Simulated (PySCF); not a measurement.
PySCF input:

```python
from pyscf import gto, scf, dft

mol = gto.M(
    atom='''
    In    0.31311130   -0.00154110    0.37595852
    Cl    1.11286356    0.35742091   -1.84301345
    Cl   -2.01536082   -0.35297892    0.75936830
    ''',
    basis='def2-tzvpd',
    ecp='def2-tzvp',
    charge=1,
    spin=0,
    verbose=4,
)

mf = dft.RKS(mol, xc='m062x').density_fit(auxbasis='def2-universal-jkfit')
mf.grids.level = 4
mf.conv_tol = 1e-9
mf.max_cycle = 100
mf.max_memory = 1500
mf.kernel()
if not mf.converged:
    mf = mf.newton()
    mf.kernel(mf.make_rdm1())
mf.analyze()
```

### Question
What final total energy does it print?

### Answer
-1110.21554 Eh (M06-2X/def2-TZVPD).

This state (charge 1, singlet) is run at the relaxed geometry of the species with charge 0 and multiplicity 2.
